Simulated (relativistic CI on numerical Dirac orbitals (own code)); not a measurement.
Spin-allowed bands of a d7 ion in a tetrahedral site, by hand

Problem. Take Δ = 3850 cm⁻¹ and B = 580 cm⁻¹ for a d7 ion in a tetrahedral site. Calculate the three spin-allowed bands.

Working.
1. The terms of highest spin are 4F (energy 0) and 4P (15B = 8700 cm⁻¹). Here the F term splits into A2 at −1.2Δ = -4620, T2 at −0.2Δ = -770 and T1 at +0.6Δ = 2310 cm⁻¹.
2. The two T1 states mix through the element 0.4Δ: H = [[2310, 1540], [1540, 8700]], with roots ½(H₁₁ + H₂₂) ∓ ½√[(H₂₂ − H₁₁)² + 4H₁₂²] = ½(11010) ∓ ½(7094) = 1958 and 9052 cm⁻¹.
3. The ground term is 4A2 at -4620 cm⁻¹.
4. Bands: 4T2 3850 cm⁻¹ (2597 nm), 4T1(F) 6578 cm⁻¹ (1520 nm), 4T1(P) 13672 cm⁻¹ (731 nm).

Check. Exact diagonalisation of the whole d7 shell with these parameters gives 4T2 3850, 4T1 6578, 4T1 13672 cm⁻¹. The match is exact, since without spin-orbit coupling no other term has this spin. The ratio of the second band to the first, 1.709, depends on Δ/B = 6.6 alone, which is how a Tanabe-Sugano diagram is read.
